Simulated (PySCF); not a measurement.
CH₆F₂OSi₂, SMILES OC([SiH2]F)[SiH2]F. Atoms are numbered in the order given.

```xyz
12

O      0.3179    -1.6772     0.0000
C     -0.2258    -0.3448     0.0000
Si     0.2022     0.5556    -1.5934
F     -0.5364    -0.1595    -2.8546
Si     0.2022     0.5556     1.5934
F     -0.5364    -0.1595     2.8546
H      1.2808    -1.6079     0.0000
H     -1.3269    -0.4572     0.0000
H     -0.2462     1.9729    -1.5444
H      1.6716     0.4597    -1.8139
H     -0.2462     1.9729     1.5444
H      1.6716     0.4597     1.8139
```

Geometry optimised at ωB97X-D3(BJ)/def2-SVP. The structure was generated by enumeration, and PubChem lists no compound with its InChIKey, so it may never have been made. Other conformers were not sampled.

Method: PBE/def2-TZVP (PySCF).

Symmetry labels are those of the subgroup Cs that the program uses (full group Cs).

Computed valence orbital energies around the gap with their symmetry:
```tsv
orbital	symmetry	energy (eV)
HOMO−7	A"	-10.58
HOMO−6	A'	-10.38
HOMO−5	A'	-9.96
HOMO−4	A"	-9.18
HOMO−3	A'	-8.57
HOMO−2	A"	-8.34
HOMO−1	A'	-7.98
HOMO	A"	-6.26
LUMO	A'	-1.68
LUMO+1	A'	-0.71
LUMO+2	A'	-0.25
LUMO+3	A"	0.02
```
